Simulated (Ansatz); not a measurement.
Ansatz (a program for electronic structure) input:

Ansatz 0.2 input:
```yaml
crystal:
  periodic: [false, false, false]
  atoms:
    - {symbol: Te, position_ang: [0.02567394, -0.01476549, 0.31479981]}
    - {symbol: F, position_ang: [0.61677838, 1.22310707, -0.91040454]}
    - {symbol: F, position_ang: [-0.76511670, -1.13779537, -0.90843879]}
basis:
  gaussian:
    orbitals: def2-TZVP
hamiltonian:
  xc: b3lyp
  dispersion: d3bj
total_charge: 1
magnetization: {spin_polarized: true, initial_magnetization: 1}
phonons: {temperatures: {t_min: 298.15, t_max: 298.15, t_step: 100}}
```

Problem. Predict the final energy.

Solution. -467.55336 Eh (B3LYP-D3(BJ)/def2-TZVP). The basis has 112 functions.
